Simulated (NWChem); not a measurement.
Species: GeH4Se; SMILES [GeH3][SeH]

```xyz
6

Ge    -0.0032     1.1592    -0.0012
Se    -0.0487    -1.1986    -0.0056
H      0.7297     1.6916    -1.2448
H     -1.4805     1.5790    -0.0302
H      0.6788     1.6898     1.2719
H      1.4185    -1.3083     0.0081
```
Atoms are numbered in this order, from 1.

Computed with NWChem. Pople sets run with spherical d functions. Geometry: optimised at PBE0/def2-SVP. Vzz is the largest principal value of the second derivative of the potential at the nucleus (NWChem prints the opposite sign); η is the asymmetry. Non-relativistic.

```
level                  Vzz Ge1 (a.u.)  η Ge1  Vzz Se2 (a.u.)  η Se2  relative time
---------------------  --------------  -----  --------------  -----  -------------
Hartree-Fock/def2-SVP           0.974   0.02          -4.707   0.63              1
Hartree-Fock/6-31G*             0.943   0.05          -4.347   0.62              1
PBE0/6-31G*                     0.995   0.03          -4.582   0.46              2
PBE0/def2-TZVP                  1.213   0.01          -4.735   0.46              4
```

Times are rough ratios from one shared machine.
